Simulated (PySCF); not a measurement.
# Spin states and ions at one geometry of [Pb(OH)3]−

PySCF 2.14.0, RKS r2SCAN, Pb def2-SVP with ECP60, O def2-SVP, H def2-SVP; non-relativistic Hamiltonian with scalar-relativistic core potentials where named; density fitting; no spin-orbit coupling; singlets restricted, open shells unrestricted. The geometry is relaxed for charge -1, singlet, vacuum:

```xyz
7

Pb    0.0000    0.0002   -0.2427
O     1.7374   -0.2288    1.0889
H     1.4638    0.4773    1.6999
O    -0.6713    1.6178    1.0903
H    -1.1463    1.0271    1.7004
O    -1.0661   -1.3915    1.0881
H    -0.3174   -1.5082    1.6985
```

Energies count from the relaxed state; an electron taken off or put on is at rest in vacuum. Charges and spins are Mulliken's.

| state | energy (eV) | spin squared | charge on Pb1 (e) | spin on Pb1 (e) | dipole about the centre of mass (D) |
| --- | --- | --- | --- | --- | --- |
| charge -1, singlet, vacuum | 0.00 | 0.00 | 0.45 | 0.00 | 3.22 |
| charge -1, triplet, vacuum | 4.42 | 2.01 | 0.04 | 1.20 | 0.91 |

Question: What does the state charge 0, doublet, vacuum give?

Answer: energy (eV) 3.26, spin squared 0.76, charge on Pb1 (e) 0.79, spin on Pb1 (e) 0.08, dipole about the centre of mass (D) 1.21.

With an electron taken off (doublet) the charges change, summed by element, by Pb +0.34 e, O +0.47 e, H +0.19 e. The vertical ionisation energy is 3.26 eV, against −ε(HOMO) = 0.36 eV of the relaxed state. The level lies 2.9 eV too high, as is usual for semilocal functionals and global hybrids, which keep a self-interaction error.

Open shells may have lower solutions than those found.

No frequency check is given that shows the relaxed geometry to be a minimum.
